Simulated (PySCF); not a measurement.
## How methods differ on the excitation energy of Co

Co [Ar] 3d7 4s2 (4F) → Co [Ar] 3d8 4s1 (4F), as a difference of total energies. Computed with PySCF 2.14 in x2c-QZVPPall (11s7p5d4f2g, 103 functions), with scalar relativity by spin-free X2C-1e. Correlated levels: valence: [Ar] frozen; valence and next inner shell: [Ne] frozen. The calculations carry no spin-orbit coupling.

```csv
method,excitation energy (cm⁻¹),error (cm⁻¹)
UHF,15712,+12347
LDA,-3163.8,-6528
PBE,-2220.2,-5585
PBE0,1661.7,-1703
r2SCAN,-403.94,-3768
MN15,-2933.8,-6298
r2SCANh,971.84,-2393
TPSS,-1290.0,-4655
r2SCAN0,2994.4,-370
MP2 (valence),1200.7,-2164
SCS-MP2 (valence),2971.7,-393
MP2 (valence and next inner shell),-2575.6,-5940
SCS-MP2 (valence and next inner shell),321.16,-3043
```

Reference: 3364.5 cm⁻¹ (measured; NIST levels, between the centres of gravity of the two terms).

Errors of the correlated levels include the incompleteness of this basis and the frozen core.
